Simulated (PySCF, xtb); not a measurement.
Ga(Me)(PH2)2 (CH₇GaP₂), SMILES [CH3][Ga]([PH2])[PH2].

xtb 6.7.1 with GFN2-xTB at its own geometry gives an orbital gap of 3.15 eV and a dipole moment of 2.28 D.

Geometry: r2SCAN-D4/def2-SVP. The structure was generated by enumeration; whether it is a known compound was not checked. Other conformers were not sampled.

Task: What does M06-2X/def2-TZVP (PySCF) give? (An estimate is asked for; the answer gives what the named calculation found.)

Result: gap 7.01 eV (levels -7.71 and -0.70 eV), dipole 1.62 D.
